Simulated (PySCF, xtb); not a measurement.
hexafluoroantimonate (F6Sb), SMILES [F][Sb-]([F])([F])([F])([F])[F], charge -1.

GFN2-xTB (xtb) at its own geometry gives an orbital gap of 8.20 eV.

Geometry optimised at B3LYP-D3(BJ)/def2-SVPD. The def2 effective core potentials stand for the cores of Sb; spin–orbit coupling is left out.

What does PySCF with PBE/def2-SVPD give? (Estimate from the structure and the level; the computed values follow.)

gap 5.13 eV (levels -4.53 and 0.60 eV).
